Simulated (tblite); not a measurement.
Isomers of C6H11FOSi. Level: GFN2-xTB in tblite, geometry and Hessian alike; calculated harmonic values, unscaled, isolated species. Errors from tens to a few hundred cm⁻¹ against measured bands are possible. Modes of hydrogen on silicon can be 10 to 20 % off. One conformer each.

Electronic energies: GFN2-xTB at the same geometries; isomer energies are rough at this level and their order can be wrong.

| SMILES | electronic energy, lowest = 0 (kcal/mol) |
| --- | --- |
| C/C=C1/[SiH2][C@@H](CO)[C@H]1F | 65.5 |
| F[SiH2]COC1=CCCC1 | 0.0 |
| C[C@@H]1C[C@]12COC[Si@@H]2F | 12.4 |
| CO[SiH2]/C=C/C=C(\C)F | 34.0 |

Task: How do GFN2-xTB zero-point energies change the relative energies?

Result: 
```
                        SMILES  ZPE (kcal/mol)  of it from modes above 1550 cm⁻¹  electronic (kcal/mol)  with ZPE, lowest = 0 (kcal/mol)  lowest mode (cm⁻¹)  rings
             F[SiH2]COC1=CCCC1            97.5                              47.4                    0.0                              0.0                  36      1
   C[C@@H]1C[C@]12COC[Si@@H]2F            99.4                              46.2                   12.4                             14.3                  61      2
         CO[SiH2]/C=C/C=C(\C)F            94.8                              49.9                   34.0                             31.3                  36      0
C/C=C1/[SiH2][C@@H](CO)[C@H]1F            96.3                              48.1                   65.5                             64.3                  30      1
```

The zero-point energies span 4.6 kcal/mol, from `CO[SiH2]/C=C/C=C(\C)F` to `C[C@@H]1C[C@]12COC[Si@@H]2F`. The order is unchanged.

Task: What do entropy and thermal enthalpy add at 298.15 K and 1 bar (rigid rotor, harmonic oscillator, one conformer each)?

Result: 
| SMILES | point group | symmetry number | S (cal/(mol K)) | H − H(0) (kcal/mol) | ZPE + H − H(0) − TS (kcal/mol) |
| --- | --- | --- | --- | --- | --- |
| F[SiH2]COC1=CCCC1 | C1 | 1 | 103.6 | 7.23 | 73.8 |
| C[C@@H]1C[C@]12COC[Si@@H]2F | C1 | 1 | 97.5 | 6.90 | 77.2 |
| CO[SiH2]/C=C/C=C(\C)F | Cs | 1 | 113.4 | 8.46 | 69.4 |
| C/C=C1/[SiH2][C@@H](CO)[C@H]1F | C1 | 1 | 103.7 | 7.59 | 73.0 |
